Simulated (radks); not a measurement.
Results of a calculation; reference values are marked as such.
Q: W2+, configuration [Kr] 4d10 4f14 5s1 5p6 5d4 6d1 (not the ground configuration). Code: a radial shooting solver on a logarithmic mesh with Libxc functionals. Model: scalar-relativistic Kohn-Sham, XLYP, spin-polarised, spherical densities, point nucleus; open shells are filled with parallel spins first (spin-orbit coupling, left out, can overturn this in heavy ions). Some entries of the table are withheld. Estimate them.

orbital,occ.,eigenvalue (hartree),<r> (bohr),<r^2> (bohr^2)
1s up,1,-2555.473,0.01834,0.0004627
1s down,1,-2555.468,0.01834,0.0004627
2s up,1,-441.8926,0.07755,0.007117
2s down,1,-441.8805,0.07755,0.007117
2p up,3,-386.5496,0.06943,0.005890
2p down,3,-386.5391,0.06943,0.005890
3s up,1,-102.5209,0.2010,0.04621
3s down,1,-102.5149,0.2010,0.04620
3p up,3,-86.13639,0.2013,0.04698
3p down,3,-86.12990,0.2013,0.04698
3d up,5,-67.30254,0.1824,0.03897
3d down,5,-67.29327,0.1824,0.03897
4s up,1,-21.93403,0.4495,0.2281
4s down,1,-21.91951,0.4495,0.2281
4p up,3,-16.56107,0.4780,0.2600
4p down,3,-16.54635,0.4779,0.2597
4d up,5,-9.75522,0.5115,0.3031
4d down,5,-9.73692,0.5109,0.3023
5s up,1,-3.89107,1.059,1.258
5s down,0,-3.78250,1.054,1.247
5p up,3,(1),1.225,1.695
5p down,3,(2),1.224,1.696
4f up,7,(3),0.6056,(4)
4f down,7,(5),0.5994,(6)
5d up,4,-1.01981,1.714,3.396
5d down,0,-0.91175,1.775,3.669
6d up,1,-0.32696,4.852,26.37

A: 
(1) 5p up eigenvalue (hartree): -2.54964
(2) 5p down eigenvalue (hartree): -2.42828
(3) 4f up eigenvalue (hartree): -2.21248
(4) 4f up <r^2> (bohr^2): 0.4589
(5) 4f down eigenvalue (hartree): -2.17987
(6) 4f down <r^2> (bohr^2): 0.4478
